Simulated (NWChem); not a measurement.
System: diselenium (Se2, triplet); SMILES [Se]=[Se]

Parts of the log:

```
             Northwest Computational Chemistry Package (NWChem) 7.3.0
             --------------------------------------------------------

 ORDER OF PRIMARY AXIS IS BEING SET TO 4
 D4H symmetry detected

                             Geometry "geometry" -> ""
                             -------------------------

 Output coordinates in angstroms (scale by  1.889725989 to convert to a.u.)

  No.       Tag          Charge          X              Y              Z
 ---- ---------------- ---------- -------------- -------------- --------------
    1 Se                  34.0000     0.00000000     0.00000000     1.08386600
    2 Se                  34.0000     0.00000000     0.00000000    -1.08386600

 Effective nuclear repulsion energy (a.u.)     282.1976608933

      Symmetry information
      --------------------

 Group name             D4h
 Group number             28
 Group order              16
 No. of unique centers     1

                                 NWChem DFT Module
                                 -----------------

 Summary of "ao basis" -> "ao basis" (spherical)
 ------------------------------------------------------------------------------
       Tag                 Description            Shells   Functions and Types
 ---------------- ------------------------------  ------  ---------------------
 Se                        def2-tzvp                16       48   6s5p4d1f

      Symmetry analysis of basis
      --------------------------

        a1g        16
        a1u         0
        a2g         0
        a2u        16
        b1g         5
        b1u         5
        b2g         5
        b2u         5
        eg         22
        eu         22

            General Information
            -------------------
          SCF calculation type: DFT
          Wavefunction type:  spin polarized.
          No. of atoms     :     2
          No. of electrons :    68
           Alpha electrons :    35
            Beta electrons :    33
          Charge           :     0
          Spin multiplicity:     3
          Use of symmetry is: on ; symmetry adaption is: on
          Maximum number of iterations: 150
          AO basis - number of functions:    96
                     number of shells:    32
          Convergence on energy requested:  1.00D-06
          Convergence on density requested:  1.00D-05
          Convergence on gradient requested:  5.00D-04

              XC Information
              --------------
                  TPSS metaGGA Exchange Functional  1.000
             TPSS03 metaGGA Correlation Functional  1.000

             Grid Information
             ----------------
          Grid used for XC integration:  xfine
          Radial quadrature: Mura-Knowles
          Angular quadrature: Lebedev.
          Tag              B.-S. Rad. Rad. Pts. Rad. Cut. Ang. Pts.
          ---              ---------- --------- --------- ---------
          Se                  1.15      160          10.0      1454
          Grid pruning is: on
          Number of quadrature shells:   160
          Spatial weights used:  Erf1

      Superposition of Atomic Density Guess
      -------------------------------------

 Sum of atomic energies:       -4799.61305313

      Non-variational initial energy
      ------------------------------

 Total energy =   -4799.754933
 1-e energy   =   -7250.559542
 2-e energy   =    2168.606949
 HOMO         =      -0.186777
 LUMO         =      -0.186777

 !!!!!!!!!!!!!!!!!!!!!!!!!!!!!!!!!!!!!!!!!!!!!!!!!!!!!!!!!!!!!!!!!!!!!!
 Warning - the HOMO and LUMO are degenerate and you are using symmetry.
 This can lead to non-variational energies and poor convergence.
 Modify the initial guess, or use an open-shell wavefunction, or turn
 off symmetry.
 !!!!!!!!!!!!!!!!!!!!!!!!!!!!!!!!!!!!!!!!!!!!!!!!!!!!!!!!!!!!!!!!!!!!!!

   Symmetry analysis of molecular orbitals - initial alpha
   -------------------------------------------------------

 !! scf_movecs_sym_adapt:   18 vectors were symmetry contaminated

  Symmetry fudging

 !! scf_movecs_sym_adapt:   18 vectors were symmetry contaminated

  Numbering of irreducible representations:

     1 a1g         2 a1u         3 a2g         4 a2u         5 b1g
     6 b1u         7 b2g         8 b2u         9 eg         10 eu

  Orbital symmetries:

     1 a2u         2 a1g         3 a2u         4 a1g         5 a2u
     6 a1g         7 eg          8 eg          9 eu         10 eu
    11 a1g        12 a2u        13 a1g        14 a2u        15 eu
    16 eu         17 eg         18 eg         19 a1g        20 eu
    21 eu         22 eg         23 eg         24 a2u        25 b1g
    26 b2g        27 b2u        28 b1u        29 a1g        30 a2u
    31 a1g        32 eu         33 eu         34 eg         35 eg
    36 a2u        37 a1g        38 a2u        39 eu         40 eu
    41 b1g        42 b2g        43 eg         44 eg         45 eu

   Symmetry analysis of molecular orbitals - initial beta
   ------------------------------------------------------

 !! scf_movecs_sym_adapt:   18 vectors were symmetry contaminated

  Symmetry fudging

 !! scf_movecs_sym_adapt:   18 vectors were symmetry contaminated

  Numbering of irreducible representations:

     1 a1g         2 a1u         3 a2g         4 a2u         5 b1g
     6 b1u         7 b2g         8 b2u         9 eg         10 eu

  Orbital symmetries:

[...]

                         DFT ENERGY GRADIENTS

    atom               coordinates                        gradient
                 x          y          z           x          y          z
   1 Se      0.000000   0.000000   2.048210    0.000000   0.000000  -0.008465
   2 Se      0.000000   0.000000  -2.048210    0.000000   0.000000   0.008465
```

Level: TPSS/def2-TZVP, spin-unrestricted. All runs use the structure optimised with PBE0/def2-SVP, spin-unrestricted. No stability test was run on the SCF state.

Which NWChem input produces such a log?

This is not unique; one that fits is the input that was run:
```
start job
memory heap 200 mb stack 900 mb global 1100 mb
geometry units angstroms noautoz
  Se     0.000000     0.000000     1.083866
  Se     0.000000     0.000000    -1.083866
end
basis spherical
  * library def2-tzvp
end
dft
  odft
  mult 3
  xc xtpss03 ctpss03
  iterations 150
  grid xfine
end
task dft gradient
```
